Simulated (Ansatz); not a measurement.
`CNB(C)[SiH3]` + `CNC` → `CN(C)[SiH3]` + `CBNC`  (cleavage of the Si–B bond)

Computed with Ansatz on PBE0-D4/def2-TZVP structures; ΔE is electronic, products minus reactants. CCSD(T)/CBS adds triple-zeta CCSD(T) − MP2 to the extrapolated MP2 energy (def2 sets, frozen cores). DFT in def2-TZVPP. B3LYP here is the variant with VWN-RPA as its local correlation; programs differ in this. HSE06 is defined as in plane-wave codes. One conformer a species, not always the lowest.

```tsv
level	ΔE (kJ/mol)	difference from CCSD(T)/CBS
LDA (SPW92)	-51.0	11.7
PBE-D4	-46.9	15.8
revPBE-D4	-48.3	14.4
BLYP-D4	-59.7	3.0
r2SCAN-D4	-58.4	4.3
B97M-V	-57.0	5.7
PBE0-D4	-52.5	10.2
r2SCAN0-D4	-61.4	1.3
HSE06-D4	-52.5	10.2
BHLYP-D4	-70.3	-7.6
CAM-B3LYP-D4	-67.6	-4.9
ωB97X-V	-62.0	0.7
ωB97M-V	-66.0	-3.3
B2PLYP	-66.4	-3.7
PBE-QIDH	-62.0	0.7
PBE	-46.7	16.0
revPBE	-45.1	17.6
BLYP	-58.5	4.2
r2SCAN	-58.6	4.1
PBE0	-52.5	10.2
B3LYP	-62.8	-0.1
r2SCANh	-59.8	2.9
r2SCAN0	-61.5	1.2
HSE06	-52.5	10.2
BHLYP	-70.4	-7.7
LC-ωPBE	-59.1	3.6
HF/def2-SVP	-71.6	-8.9
MP2/def2-SVP	-64.2	-1.5
CCSD/def2-SVP	-58.8	3.9
CCSD(T)/def2-SVP	-57.0	5.7
HF/def2-TZVPP	-78.3	-15.6
MP2/def2-TZVPP	-70.4	-7.7
SCS-MP2/def2-TZVPP	-71.7	-9.0
CCSD/def2-TZVPP	-64.4	-1.7
HF/def2-QZVPP	-79.7	-17.0
MP2/def2-QZVPP	-71.2	-8.5
SCS-MP2/def2-QZVPP	-72.4	-9.7
HF/CBS(def2)	-79.8	-17.1
MP2/CBS(def2)	-71.0	-8.3
CCSD/CBS(def2)	-65.0	-2.3
CCSD(T)/CBS	-62.7	0
```

Largest T1 diagnostic among the species: 0.013.

From BLYP to BHLYP (50 % exact exchange), in def2-TZVPP and without D4, ΔE moves by −12.0 kJ/mol. Leaving LDA and LC-ωPBE aside and taking each functional with its dispersion term where it has one, the values spread over 23.4 kJ/mol, from BHLYP-D4 to PBE-D4. LDA lies −4.3 kJ/mol from PBE without D4. At CCSD(T), def2-SVP lies +5.7 kJ/mol from the extrapolated value and def2-TZVPP +0.6 kJ/mol.
